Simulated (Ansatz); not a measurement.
Coupled-cluster diagnostics for Si₇H₇⁻, Ansatz.

Geometry of the singlet (r2SCAN-D4/def2-SVPD):

```xyz
14

Si    0.566    0.956   -2.594
Si    0.128    1.205    1.352
Si   -0.253   -0.954   -1.831
Si    0.037   -1.197    1.398
Si    1.579    0.811   -0.511
Si   -2.033    0.418    1.527
Si    1.510   -1.623   -0.456
H    -1.501   -1.492    1.295
H    -0.285    2.078   -3.145
H     0.267   -1.773    2.769
H     0.778    1.532    2.674
H    -1.496   -1.734   -2.205
H     2.891    1.528   -0.280
H    -2.187    0.244    0.007
```

Correlated methods freeze 35 core orbitals. Another isomer (singlet) lies 0.89 eV lower at PBE0-D4/def2-TZVPD; other spin states weren't run for this one.

Question: Estimate the CCSD(T) correlation energy, the shares of MP2 and (T), T1 and the reference's ⟨S²⟩ for: charge -1, singlet, own geometry in def2-SVPD; and the rough time on 4 threads of Intel Xeon on a shared host.

Answer: 
| state | basis | correlation (eV) | MP2 share (%) | (T) share (%) | T1 | ⟨S²⟩ (pure) | wall time | remarks |
| --- | --- | --- | --- | --- | --- | --- | --- | --- |
| charge -1, singlet, own geometry | def2-SVPD | -23.780 | 84.9 | 5.9 | 0.024 | 0.00 (0.00) | 2.4 min | large T1, restricted SCF unstable |
Customary marks for T1 are 0.02 (closed shells), 0.045 (open shells) and about 0.05 (3d metals). T1 exceeds 0.02 in 1 of 1 rows and 0.045 in 0; the higher it lies, the less the single-reference result can be trusted.
